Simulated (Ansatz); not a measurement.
Start from `[SiH3][GeH2][SH]` and change one atom or group to get `C[S][GeH2][SiH3]`.

Ansatz, PBE0-D4/def2-TZVP geometries, multiplicity 1. Each molecule was computed in one conformer, which needn't be the lowest.

Scalar relativity is left out up to krypton.

```
                             property  `[SiH3][GeH2][SH]`
    HOMO energy (PBE/def2-TZVPP) / eV               -6.04
HOMO–LUMO gap (B3LYP/def2-TZVPP) / eV                6.47
   HOMO energy (PBE0/def2-TZVPP) / eV               -7.27
HOMO energy (ωB97M-V/def2-TZVPP) / eV               -9.47
LUMO energy (ωB97M-V/def2-TZVPP) / eV                1.46
 HOMO–LUMO gap (PBE0/def2-TZVPP) / eV                6.94
```

What does the change do to each property? (Best estimate.)

Computed: 
```
                             property  `C[S][GeH2][SiH3]`  shift
    HOMO energy (PBE/def2-TZVPP) / eV               -5.48   0.56
HOMO–LUMO gap (B3LYP/def2-TZVPP) / eV                5.92  -0.55
   HOMO energy (PBE0/def2-TZVPP) / eV               -6.64   0.63
HOMO energy (ωB97M-V/def2-TZVPP) / eV               -8.77   0.70
LUMO energy (ωB97M-V/def2-TZVPP) / eV                1.50   0.04
 HOMO–LUMO gap (PBE0/def2-TZVPP) / eV                6.35  -0.59
```

B3LYP here is the variant with VWN-RPA as its local correlation; programs differ in this.
